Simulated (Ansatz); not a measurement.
Start from `[Cl][Sn]([Cl])([Cl])[Br]` and change one atom or group to get `[F][Sn]([Cl])([Cl])[Br]`.

Ansatz, PBE0-D4/def2-TZVP geometries, multiplicity 1. 

Elements past krypton have def2 core potentials. Scalar relativity is left out up to krypton.

```csv
property,`[Cl][Sn]([Cl])([Cl])[Br]`
LUMO energy (B3LYP/def2-TZVPP) / eV,-3.54
size of the dipole moment (B3LYP/def2-TZVPP) / D,0.50
HOMO–LUMO gap (ωB97M-V/def2-TZVPP) / eV,10.29
HOMO energy (PBE/def2-TZVPP) / eV,-7.95
zero-point energy (PBE0-D4/def2-TZVP) / kJ/mol,11.8
LUMO energy (PBE/def2-TZVPP) / eV,-4.11
```

(1) What does the change do to each property? (Best estimate.)

## Answers

(1) The calculation gave: 
```csv
property,`[F][Sn]([Cl])([Cl])[Br]`,shift
LUMO energy (B3LYP/def2-TZVPP) / eV,-3.57,-0.03
size of the dipole moment (B3LYP/def2-TZVPP) / D,1.40,0.90
HOMO–LUMO gap (ωB97M-V/def2-TZVPP) / eV,10.45,0.16
HOMO energy (PBE/def2-TZVPP) / eV,-8.10,-0.15
zero-point energy (PBE0-D4/def2-TZVP) / kJ/mol,13.9,2.1
LUMO energy (PBE/def2-TZVPP) / eV,-4.15,-0.04
```

Dipoles are sizes alone; their direction can turn.

B3LYP here is the variant with VWN-RPA as its local correlation; programs differ in this.

Spin–orbit coupling is left out; it splits and shifts lone-pair levels of the heavy atoms by tenths of an eV.
